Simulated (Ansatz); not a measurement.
`OB[O][SnH3]`. Total charge 0; spin multiplicity 1. Sn takes the def2 core potential. Geometry: relaxed with PBE0-D4/def2-TZVP. It is one conformer, not always the lowest.

```xyz
9

O    -0.254   -1.195    1.111
B    -0.711   -1.208   -0.186
O    -0.431   -0.168   -0.982
Sn    0.629    1.386   -0.327
H    -0.497   -1.975    1.612
H    -1.353   -2.139   -0.596
H     2.169    0.819    0.120
H    -0.228    2.101    0.957
H     0.677    2.378   -1.709
```

Problem. What is the dipole moment at r2SCAN/def2-TZVPP? (Best estimate.)

Solution. The calculation gave: 1.50 D, with components (0.58, 0.21, 1.36) D in this frame, pointing from negative to positive charge.

Problem. And with PBE, B3LYP, ωB97M-V? (Best estimate.)

Solution. The calculation gave: PBE 1.47 D, B3LYP 1.49 D, ωB97M-V 1.54 D.

Problem. Give the Mulliken charges with r2SCAN, ωB97M-V, B3LYP in def2-TZVPP. (An estimate is asked.)

Solution. Ansatz gave: 
```
atom  r2SCAN  ωB97M-V  B3LYP
  O1   -0.35    -0.31  -0.32
  B2    0.31     0.23   0.24
  O3   -0.56    -0.55  -0.53
 Sn4    0.77     0.67   0.80
  H5    0.21     0.18   0.19
  H6   -0.06     0.01  -0.03
  H7   -0.11    -0.08  -0.12
  H8   -0.11    -0.08  -0.12
  H9   -0.12    -0.08  -0.12
```

B3LYP here is the variant with VWN-RPA as its local correlation; programs differ in this.
